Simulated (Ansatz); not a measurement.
`[F][AlH][SH]` + HBr → `[F][AlH][Br]` + H₂S at 600 K and 1 bar (ligand exchange at the Al–S bond).

Isolated molecules relaxed with PBE0-D4/def2-TZVP in Ansatz; ΔE leaves out vibrations. CBS: MP2 limit from def2 TZ/QZ plus the TZ coupled-cluster correction, frozen cores. This one scheme is used for every species. For Br outer-core shells are correlated without core-valence functions, which leaves a few kJ/mol of doubt a bond. Scalar relativity is left out up to krypton. Each species was taken in one conformer, which may not be the lowest.

```csv
species,CCSD(T)/CBS energy (Eh),H − E (kJ/mol),S (J/(mol·K))
`[F][AlH][SH]`,-740.90186,88.2,347.0
HBr,-2573.91920,33.5,219.1
`[F][AlH][Br]`,-2915.86674,60.8,339.9
H₂S,-398.97279,60.8,230.9
```

H − E and S are ideal-gas, rigid-rotor, harmonic terms from PBE0-D4/def2-TZVP, for one conformer and one mirror image of each species. 1 Eh = 2625.50 kJ/mol, R = 8.31446 J/(mol·K).

Question: By hand: ΔE, ΔH, ΔS and ΔG.

Answer: ΔE = (-2915.86674) + (-398.97279) − (-740.90186) − (-2573.91920) = -0.01847 Eh = -48.5 kJ/mol. Δ(H − E) = 60.8 + 60.8 − 88.2 − 33.5 = -0.1, so ΔH = -48.6 kJ/mol. ΔS = 339.9 + 230.9 − 347.0 − 219.1 = 4.7 J/(mol·K). ΔG = -48.6 − 600 × (4.7)/1000 = -51.4 kJ/mol.

Question: By hand: the equilibrium constant, and the temperature at which ΔG would vanish if ΔH and ΔS stayed fixed.

Answer: log₁₀ K = −ΔG/(RT ln 10) = 4.5. ΔH and −TΔS have one sign here, so there is no such temperature. One of them is within its doubt of zero, so this could turn.

The number of gas molecules stays the same, so ΔS is small and ΔH decides. A doubt of 5 kJ/mol in ΔE shifts log₁₀ K by 0.4 here. Other conformers and mirror images would add mixing entropy, several J/(mol·K) or more a flexible species. These are equilibria of isolated gas molecules and say nothing of rates. Largest T1 diagnostic: 0.012 (customary marks: 0.02 for closed shells, 0.045 for open ones).
